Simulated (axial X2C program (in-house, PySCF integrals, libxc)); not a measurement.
A run on SRuS²⁺ without results

A two-component calculation with an axial X2C code built on PySCF integrals.

Input and command:
```json
{"zs": [16, 44, 16], "q": 2, "bas": ["dyall-av3z", "dyall-v3z", "dyall-av3z"], "r0": [2.08, 2.08], "symm": 1, "scan": ["PBE0", "HF", "B3LYP"], "levels": ["PBE0", "HF", "BHandHLYP"], "nst": 2}
```
```bash
python solin.py task.json out
```

Keys: zs atomic numbers; q charge; bas basis sets; r0 starting distance in Å; symm equal bonds; scan levels of the two-bond scan; levels methods; nst determinants followed.

Outcome:

The PBE0 geometry search stopped without converging.
